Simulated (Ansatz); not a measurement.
NaSn6⁻, 7 atoms. Hardware: 4 threads of Arm Neoverse V1 on a shared host.

In the def2 sets Sn takes a core potential; there is no spin–orbit coupling. Correlated methods freeze 25 core orbitals; core or outer-core shells of Na, Sn are correlated, in sets that lack core-valence functions.

(1) How many basis functions does each of these Ansatz runs have, and roughly what does it cost? B97M-V/def2-TZVPD, charge -1 singlet, energy, from earlier orbitals; MP2/def2-SVPD, charge -1 singlet, energy, from earlier orbitals; RPA@PBE/def2-SVPD, charge -1 singlet, energy, from earlier orbitals; BHLYP-D4/def2-TZVPD, charge -1 singlet, energy, from earlier orbitals; r2SCAN-D4/def2-SVPD, charge -1 singlet, relaxation, 5 steps; r2SCAN0-D4/def2-TZVPD, charge -1 singlet, energy, from earlier orbitals; PBE0-D4/def2-TZVPD, charge -1 singlet, energy, from earlier orbitals; PBE-D4/def2-TZVPD, charge -1 singlet, energy and forces, from earlier orbitals; r2SCAN-D4/def2-TZVPD, charge -1 singlet, energy, from earlier orbitals.

Answers

(1) Other jobs shared the machine, so times can vary by a factor of up to 3. A dash marks memory too small to be measured apart from the calling script's.

```json
{"run": "MP2/def2-SVPD, charge -1 singlet, energy, from earlier orbitals", "functions": "210", "fitting or Cholesky vectors": "2715", "wall time": "13 s", "peak host memory (GiB)": "1.1"}
{"run": "PBE-D4/def2-TZVPD, charge -1 singlet, energy and forces, from earlier orbitals", "functions": "371", "fitting or Cholesky vectors": "2742", "wall time": "18 s", "peak host memory (GiB)": "1.2"}
{"run": "RPA@PBE/def2-SVPD, charge -1 singlet, energy, from earlier orbitals", "functions": "210", "fitting or Cholesky vectors": "2715", "wall time": "27 s", "peak host memory (GiB)": "1.2"}
{"run": "r2SCAN-D4/def2-TZVPD, charge -1 singlet, energy, from earlier orbitals", "functions": "371", "fitting or Cholesky vectors": "2742", "wall time": "28 s", "peak host memory (GiB)": "1.2"}
{"run": "BHLYP-D4/def2-TZVPD, charge -1 singlet, energy, from earlier orbitals", "functions": "371", "fitting or Cholesky vectors": "3391", "wall time": "38 s", "peak host memory (GiB)": "2.9"}
{"run": "PBE0-D4/def2-TZVPD, charge -1 singlet, energy, from earlier orbitals", "functions": "371", "fitting or Cholesky vectors": "3391", "wall time": "46 s", "peak host memory (GiB)": "2.9"}
{"run": "r2SCAN0-D4/def2-TZVPD, charge -1 singlet, energy, from earlier orbitals", "functions": "371", "fitting or Cholesky vectors": "3391", "wall time": "52 s", "peak host memory (GiB)": "3"}
{"run": "B97M-V/def2-TZVPD, charge -1 singlet, energy, from earlier orbitals", "functions": "371", "fitting or Cholesky vectors": "2742", "wall time": "54 s", "peak host memory (GiB)": "1.4"}
{"run": "r2SCAN-D4/def2-SVPD, charge -1 singlet, relaxation, 5 steps", "functions": "210", "fitting or Cholesky vectors": "2313", "wall time": "56 s", "peak host memory (GiB)": "–"}
```
